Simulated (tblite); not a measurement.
Species: C5H5F4O (doublet state).
Atom-mapped SMILES: `[F:1][C@@H:2]1[CH:3][O:4][CH2:5][C@@H:6]1[C:7]([F:8])([F:9])[F:10]` (hydrogens: H11 on C2; H12 on C3; H13, H14 on C5; H15 on C6)

Computed with GFN2-xTB (tblite), gas phase: L-BFGS steps from a force-field or distance-geometry start until the largest atomic force falls under 0.01 eV/Å.

Step 36: E = -984.9142 eV
```
atom  x, y, z in Å  |  force x, y, z in eV/Å
F1      0.3500    1.8356   -0.6694    0.042  -0.031   0.091
C2      0.7350    0.9438    0.3596   -0.033   0.032  -0.032
C3      1.9666    0.2117    0.0192    0.150   0.049  -0.021
O4      1.7112   -0.9845   -0.5814   -0.126   0.027   0.033
C5      0.3077   -1.1425   -0.6627   -0.041   0.045   0.028
C6     -0.2678   -0.2209    0.4283   -0.001  -0.036  -0.036
C7     -1.7293    0.1411    0.2082    0.111   0.010  -0.001
F8     -2.5087   -0.9469    0.3664    0.036   0.043  -0.061
F9     -2.1584    1.0394    1.1024    0.017   0.024  -0.036
F10    -1.9845    0.6237   -1.0071   -0.078  -0.062   0.068
H11     0.7921    1.5721    1.2501   -0.029  -0.016   0.064
H12     2.9579    0.6080   -0.0731   -0.072  -0.027  -0.026
H13     0.0516   -2.1954   -0.5313    0.040   0.045  -0.035
H14    -0.0337   -0.7797   -1.6427    0.003  -0.142  -0.036
H15    -0.1937   -0.6971    1.4115   -0.018   0.038   0.002
```

Step 37: E = -984.9173 eV
```
atom  x, y, z in Å  |  force x, y, z in eV/Å
F1      0.3552    1.8361   -0.6593    0.015  -0.017   0.064
C2      0.7340    0.9414    0.3668    0.053   0.053  -0.026
C3      1.9683    0.2110    0.0254    0.077   0.017  -0.044
O4      1.7083   -0.9759   -0.5925   -0.085   0.005   0.046
C5      0.3057   -1.1426   -0.6595   -0.019   0.027  -0.006
C6     -0.2681   -0.2228    0.4300    0.027   0.012  -0.002
C7     -1.7247    0.1423    0.2048    0.043   0.009  -0.003
F8     -2.5046   -0.9451    0.3618    0.002   0.028  -0.031
F9     -2.1548    1.0445    1.0947    0.007   0.011  -0.044
F10    -1.9775    0.6181   -1.0128   -0.078  -0.020   0.036
H11     0.7946    1.5684    1.2577   -0.049  -0.026   0.084
H12     2.9533    0.6161   -0.0880   -0.046  -0.014  -0.022
H13     0.0559   -2.1957   -0.5265    0.042   0.005  -0.007
H14    -0.0474   -0.7889   -1.6369    0.006  -0.108  -0.089
H15    -0.2024   -0.6986    1.4123    0.005   0.017   0.044
```

Step 38: E = -984.9192 eV
```
atom  x, y, z in Å  |  force x, y, z in eV/Å
F1      0.3574    1.8359   -0.6491    0.001   0.011   0.031
C2      0.7345    0.9400    0.3729    0.089   0.046   0.002
C3      1.9706    0.2107    0.0291    0.024   0.001  -0.063
O4      1.7050   -0.9700   -0.5993   -0.021  -0.004   0.044
C5      0.3037   -1.1422   -0.6569   -0.003   0.002  -0.030
C6     -0.2678   -0.2244    0.4329    0.035   0.047   0.018
C7     -1.7211    0.1434    0.2025   -0.017   0.010  -0.009
F8     -2.5036   -0.9422    0.3571   -0.010   0.006   0.000
F9     -2.1549    1.0495    1.0866    0.012   0.006  -0.034
F10    -1.9712    0.6135   -1.0172   -0.065   0.014   0.000
H11     0.7961    1.5650    1.2657   -0.053  -0.040   0.084
H12     2.9507    0.6225   -0.1035   -0.049  -0.012  -0.013
H13     0.0608   -2.1964   -0.5239    0.033  -0.018   0.021
H14    -0.0572   -0.7973   -1.6340    0.008  -0.074  -0.100
H15    -0.2072   -0.6999    1.4152    0.015   0.007   0.050
```

Problem. Estimate the geometry and energy of step 39. (The exact step hangs on the optimiser's Hessian estimate; all steps are aligned on step 38, rigid shifts and turns removed.)

Solution. E = -984.9208 eV, largest force 0.097 eV/Å
```
atom  x, y, z in Å  |  force x, y, z in eV/Å
F1      0.3591    1.8359   -0.6412   -0.008   0.047   0.001
C2      0.7363    0.9402    0.3771    0.084   0.017   0.030
C3      1.9731    0.2111    0.0299   -0.066  -0.004  -0.046
O4      1.7018   -0.9658   -0.6026    0.046  -0.032   0.012
C5      0.3020   -1.1418   -0.6558    0.006  -0.016  -0.037
C6     -0.2672   -0.2244    0.4349    0.030   0.054   0.020
C7     -1.7190    0.1446    0.2010   -0.049   0.007  -0.016
F8     -2.5029   -0.9402    0.3537   -0.013  -0.010   0.031
F9     -2.1548    1.0534    1.0807    0.010   0.005  -0.016
F10    -1.9694    0.6103   -1.0197   -0.044   0.041  -0.034
H11     0.7959    1.5620    1.2728   -0.043  -0.048   0.073
H12     2.9491    0.6260   -0.1132   -0.007   0.002  -0.017
H13     0.0651   -2.1971   -0.5226    0.022  -0.029   0.047
H14    -0.0637   -0.8062   -1.6348    0.014  -0.040  -0.081
H15    -0.2098   -0.7000    1.4178    0.020   0.006   0.032
```

The energy changes by -0.0016 eV. The first-order estimate −F·Δx gives -0.0023 eV and the mean of the old and new forces, exact on a quadratic surface, -0.0016 eV. The step makes an angle of 67° with the force vector and moves no atom by more than 0.011 Å.

The cost below is that of the whole relaxation. Hardware: one thread of an Intel Xeon at 2.60 GHz, shared host with 128 logical CPUs at a one-minute load of 13. Cost: 0.46 s.
